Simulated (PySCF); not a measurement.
Compound: SnHMe2(NHtBu), C₆H₁₇NSn.
Bonds: Sn1–C3, Sn1–C7, Sn1–N11, N11–C12, C12–C13, C12–C14, C12–C15. Hydrogens: H2 on Sn1; H4, H5, H6 on C3; H8, H9, H10 on C7; H16 on N11; H17, H18, H19 on C13; H20, H21, H22 on C14; H23, H24, H25 on C15.

Method: PySCF, PBE0-D3(BJ)/def2-SVP geometry optimisation, gas phase, def2 core potentials past Kr.

Question: List the bond lengths, angles and torsions at this level.

Answer: 
| bond | length (Å) |
| --- | --- |
| Sn1–H2 | 1.731 |
| Sn1–C3, Sn1–C7 | 2.149 |
| Sn1–N11 | 2.054 |
| C3–H4 and 5 like bonds | 1.099 |
| N11–C12 | 1.459 |
| N11–H16 | 1.018 |
| C12–C13, C12–C14, C12–C15 | 1.532 |
| C13–H17 and 8 like bonds | 1.101 |

Bonds in one row agree within 0.01 Å and their mean is given. A selection of angles:
| angle | degrees |
| --- | --- |
| H2–Sn1–C3 | 111.0 |
| H2–Sn1–C7 | 110.2 |
| H2–Sn1–N11 | 112.7 |
| C3–Sn1–C7 | 111.1 |
| C3–Sn1–N11 | 103.8 |
| C7–Sn1–N11 | 107.9 |
| Sn1–C3–H4 | 110.8 |
| Sn1–C3–H5 | 110.2 |
| H4–C3–H5 | 108.7 |
| Sn1–N11–C12 | 124.5 |
| Sn1–N11–H16 | 111.0 |
| C12–N11–H16 | 110.4 |
| N11–C12–C13 | 108.8 |
| N11–C12–C14 | 107.8 |
| N11–C12–C15 | 112.2 |
| C13–C12–C14 | 109.1 |
| C12–C13–H17 | 111.1 |
| C12–C13–H19 | 110.5 |
| H17–C13–H18 | 107.1 |
| H17–C13–H19 | 108.5 |

Torsions: C3–Sn1–N11–C12 158° (antiperiplanar); Sn1–N11–C12–C13 47° (synclinal). The mirror-image conformer, all signs reversed, is as good.

N11 (nitrogen bonded to C, Sn and H) is pyramidal (angles 124.5°, 111.0° and 110.4°, sum 345.9°, 0.31 Å off the plane of its three neighbours). Of the pairs four or more bonds apart, H16···H22 is among the closest relative to their van der Waals radii: 2.43 Å, 101 % of the sum of Bondi's values. Sn1 (tin bonded to 2 C, N and H) is distorted tetrahedral (angles from 103.8° to 112.7°).

Point group: C1 (no symmetry element, even within 0.4 Å). PBE0-D3(BJ)/def2-SVP frequencies: not computed here. One conformer, not necessarily the lowest.
